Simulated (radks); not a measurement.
Excited configurations of the caesium ion Cs2+: one electron is placed in a higher orbital outside [Kr] 4d10 5s2 5p4. The ground configuration is [Kr] 4d10 5s2 5p5. Calculated with a radial shooting solver on a logarithmic mesh with Libxc functionals: scalar-relativistic Kohn-Sham, PBE, spin-polarised, spherical densities, finite nucleus; open shells are filled with parallel spins first (spin-orbit coupling, left out, can overturn this in heavy ions); Fermi nuclear charge, rms radius 4.8041 fm. Excitation = E - E(ground); binding = E(ion) - E, where the ion is the core of charge +3; n* = 3/sqrt(2 binding) in atomic units, and the quantum defect is n - n*.

| outer orbital | excitation (eV) | binding (eV) | n* | quantum defect | eigenvalue (eV) | <r> (bohr) |
|---|---|---|---|---|---|---|
| 4f | 20.198 | 13.193 | 3.047 | 0.953 | -8.214 | 2.205 |
| 6p | 20.110 | 13.282 | 3.036 | 2.964 | -11.224 | 4.574 |
| 6d | 24.347 | 9.044 | 3.680 | 2.320 | -7.635 | 6.184 |
| 7p | 25.680 | 7.711 | 3.985 | 3.015 | -6.628 | 8.048 |
| 7d | 27.683 | 5.708 | 4.632 | 2.368 | -4.870 | 10.30 |
| 7f | 29.710 | 3.682 | 5.767 | 1.233 | -3.150 | 15.40 |

The Delta-SCF ionisation energy is 33.391 eV (NIST Atomic Spectra Database: 33.195 eV, semi-empirical). Self-interaction in the functional shifts the binding energies and quantum defects, so they are the method's values and not measured ones. Open shells are spherical and high-spin; term and fine-structure splittings are not resolved. Spin-orbit splitting is averaged out at the scalar-relativistic level.
